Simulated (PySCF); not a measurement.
All values below come from PySCF 2.14.0 with PBE-D3(BJ)/def2-TZVP. All species are isolated molecules in the gas phase. 

Reference species (SMILES): `[InH3]` (neutral, multiplicity 1).

```yaml
HOMO: -6.99 eV
HOMO–LUMO gap: 4.34 eV
LUMO: -2.65 eV
```

After one change: the HOMO drops by 1.02 eV; the HOMO–LUMO gap decreases by 0.27 eV; the LUMO drops by 1.29 eV.

### Question
Name the change that produced these shifts. The new species is one of these.
(A) `[Cl][InH][Cl]`
(B) `[Cl][InH2]`
(C) `[Cl][In]([Cl])[Cl]`

### Answer
C, `[Cl][In]([Cl])[Cl]`
